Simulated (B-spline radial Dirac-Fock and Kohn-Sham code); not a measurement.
**Ge⁺ 4p3/2: cross section and angular parameters**

System: the Ge⁺ ion in the configuration [Ar] 3d10 4s2 4p1; threshold 14.09 eV (orbital energy of the model). Level of theory: Dirac-Hartree-Slater photoionisation with a Latter tail; cross sections with all multipoles, angular parameters from the dipole term and its interference with E2; a radial B-spline solver.

For linearly polarised light dσ/dΩ = σ/(4π) [1 + β P₂(cos θ) + (δ + γ cos²θ) sin θ cos φ], with θ from the polarisation vector and φ the angle between the beam and the projection of the electron momentum on the plane normal to the polarisation.

```tsv
hν (eV)	σ (kb)	β	γ	δ
60	19.8	-0.130	-0.010	0.013
82.5	15.6	0.088	0.014	0.022
90	15.0	0.257	0.043	0.021
94.3	14.7	0.350	0.060	0.020
110	13.7	0.637	0.108	0.016
134	12.1	0.939	0.146	0.010
139	11.8	0.986	0.150	0.008
224	7.75	1.404	0.105	0.000
343	4.60	1.581	0.017	-0.001
444	3.18	1.635	-0.017	-0.001
534	2.37	1.656	-0.023	0.000
600	1.95	1.663	-0.017	0.001
800	1.15	1.661	0.028	0.003
851	1.02	1.658	0.044	0.004
904	0.905	1.653	0.062	0.004
1210	0.488	1.618	0.171	0.008
1253.6	0.451	1.613	0.187	0.008
1330	0.395	1.603	0.214	0.009
1360	0.376	1.599	0.225	0.009
1486.9	?	?	?	?
1750	0.208	1.547	0.359	0.014
1990	0.152	1.516	0.435	0.018
2984.4	0.0533	1.396	0.700	0.034
3850	0.0264	1.305	0.876	0.050
6000	0.00720	1.123	1.175	0.093
7500	0.00363	1.023	1.316	0.122
9170	0.00193	0.929	1.437	0.154
11400	0.000953	0.825	1.561	0.196
11800	0.000851	0.809	1.579	0.203
12000	0.000805	0.801	1.588	0.206
```

**Question.** Give the values at Al Kα (taken as 1486.9 eV).

**Answer.** σ = 0.306 kb, β = 1.582, γ = 0.270, δ = 0.011.

Values without a named source are computed, but for edge energies of neutral atoms, which are taken from tables.
